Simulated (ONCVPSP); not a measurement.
## Varying the ONCV potential for phosphorus

Base potential:

```json
{
 "Element": "phosphorus (P)",
 "Generator": "ONCVPSP 4.0.1",
 "Type": "optimised norm-conserving Vanderbilt (ONCV)",
 "Functional": "PBE",
 "Relativity": "scalar-relativistic",
 "Frozen core": "[He]",
 "Valence charge": "13",
 "Reference configuration": "2s2 2p6 3s2 3p3",
 "Partial waves": "2s+3s: rc 0.95 bohr, ncon 5, nbas 8, qcut 9.8 1/bohr, 2 projectors; 2p+3p: rc 0.85 bohr, ncon 4, nbas 7, qcut 12.7 1/bohr, 2 projectors; d scattering state at 0.22 Ha: rc 0.90 bohr, ncon 3, nbas 7, qcut 9.3 1/bohr, 2 projectors, debl 2.6 Ha",
 "Local potential": "polynomial inside 0.80 bohr (lpopt 5, dvloc0 3 Ha)",
 "Core correction": "Teter function, fcfact 3, rcfact 1.3"
}
```

Cutoffs, loose and tight: the cutoffs (Ha) at which the residual kinetic energy of the hardest occupied pseudo-wave falls to 1 and 0.1 mHa per electron. They do not see the model core or the augmentation charge, which bear on the density cutoff. Test errors are all-electron minus pseudo excitation energies from the reference, over the configurations 2s2 2p6 3s2 3p2; 2s2 2p6 3s2 3p1; 2s2 2p6 3s2 3p0; 2s2 2p6 3s2 3p2.5. A dash means not determined; rows that change the core or the reference have their own tests.

| change | outcome | cutoff, loose | cutoff, tight | bound ghosts | GHOST(+) flags above zero | largest test error (meV) |
| --- | --- | --- | --- | --- | --- | --- |
| base | generated | 166 Ha | 214 Ha | none | none | +12 |
| p: nbas 8 | generated | 156 Ha | 285 Ha | none | none | +13 |
| p: rc 1.26 | generated | 60 Ha | 68 Ha | none | none | +5.6 |
| local potential polynomial inside 0.80 bohr (lpopt 5, dvloc0 6.5 Ha) | generated | 166 Ha | 214 Ha | none | none | +12 |

**Question.** What comes out with this change to the base: s: qcut 10.1; p: qcut 13.1; d: qcut 9.6?

**Answer.** outcome: generated; cutoff, loose: 120 Ha; cutoff, tight: 208 Ha; bound ghosts: none; GHOST(+) flags above zero: none; largest test error (meV): +12.

**Question.** What comes out with this change to the base: p: rc 1.22?

**Answer.** outcome: generated; cutoff, loose: 61 Ha; cutoff, tight: 69 Ha; bound ghosts: none; GHOST(+) flags above zero: none; largest test error (meV): +6.9.

**Question.** What comes out with this change to the base: functional LDA (Perdew-Zunger)?

**Answer.** outcome: generated; cutoff, loose: 167 Ha; cutoff, tight: 214 Ha; bound ghosts: none; GHOST(+) flags above zero: none; largest test error (meV): +12.
